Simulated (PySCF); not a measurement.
One change at a time: excitation energies

Method: TDDFT PBE0/def2-SVPD, vertical, gas phase, core orbitals frozen in the response (PySCF 2.14.0, density-fitted response routines). Geometries: GFN2-xTB; one conformer of each isolated species. Triplets are in the Tamm–Dancoff approximation. 'Strongest' means the level of largest summed f among the lowest 8 singlets; it needn't be the same kind of state in each.

Parent: `C1C[C@H]([Si@@H]1C#N)SC`, with lowest singlet excitation energy 4.52 eV, energy of the strongest computed level 6.52 eV, HOMO–LUMO gap 5.49 eV, mean static polarisability 108.0 au, oscillator strength of the strongest level 0.12. Its spectrum: 274 nm (f 0.001); 241 nm (f 0.006); 221 nm (f 0.011); 221 nm (f 0.005); 201 nm (f 0.004).

Q: How do these changes move the values? C-C bond made double (`CSC1=CC[Si@H]1C#N`); C replaced by Si (`CS[C@@H]1[SiH2]C[Si@H]1C#N`); C replaced by Si (`CS[C@@H]1C[SiH2][Si@@H]1C#N`).

A: 

```
              change                       SMILES  Δ S1 (eV)  Δ strongest (eV)  Δ gap (eV)  Δ α (au)  Δ f (strongest)
C-C bond made double            CSC1=CC[Si@H]1C#N      -0.40             -1.68       -0.32      -0.9            -0.06
    C replaced by Si   CS[C@@H]1[SiH2]C[Si@H]1C#N      -0.19             -0.53       -0.17     +14.1            -0.09
    C replaced by Si  CS[C@@H]1C[SiH2][Si@@H]1C#N      -0.40             -0.42       -0.31     +17.7            -0.09
```

S1 falls most with C-C bond made double and C replaced by Si (-0.40 eV); all changes lower it. S1 is simply the lowest singlet of each species and needn't be the same kind of state throughout.

Lowest levels of each derivative:
- `CSC1=CC[Si@H]1C#N`: 4.12 eV (f 0.001); 4.84 eV (f 0.063); 5.01 eV (f 0.050)
- `CS[C@@H]1[SiH2]C[Si@H]1C#N`: 4.33 eV (f 0.003); 4.68 eV (f 0.003); 5.23 eV (f 0.007)
- `CS[C@@H]1C[SiH2][Si@@H]1C#N`: 4.12 eV (f 0.003); 4.23 eV (f 0.014); 4.60 eV (f 0.008)
